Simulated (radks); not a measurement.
Values are calculated unless marked as measured or tabulated.
The mean radii <r> (bohr) of the occupied orbitals of an atom or ion are listed with their occupations. Code: a radial shooting solver on a logarithmic mesh with Libxc functionals. Model: scalar-relativistic Kohn-Sham, r2SCAN, spin-polarised, spherical densities, finite nucleus; meta-GGA in the generalised Kohn-Sham scheme; Fermi nuclear charge, rms radius of each element as measured or else 0.836 A^(1/3) + 0.57 fm.

| orbital | occ. | <r> |
|---|---|---|
| 1s | 2 | 0.01632 |
| 2s | 2 | 0.06875 |
| 2p | 6 | 0.06235 |
| 3s | 2 | 0.1774 |
| 3p | 6 | 0.1792 |
| 3d | 10 | 0.1625 |
| 4s | 2 | 0.3916 |
| 4p | 6 | 0.4172 |
| 4d | 10 | 0.4396 |
| 5s | 2 | 0.8806 |
| 4f | 14 | 0.4677 |
| 5p | 6 | 1.008 |
| 5d | 10 | 1.333 |

Name the element and its charge. Open shells, if any, are filled with parallel spins first.

Answer. Z = 81, thallium, charge +3: Tl3+ in [Xe] 4f14 5d10. The 1s radius gives Z: for a bare nucleus <r> = (2 gamma + 1)/(2Z) with gamma = sqrt(1 - (Z/c)^2), 0.01613 bohr for Z = 81, and screening makes it slightly larger (0.01632 here). The occupations add up to 78, and the charge is Z minus that.
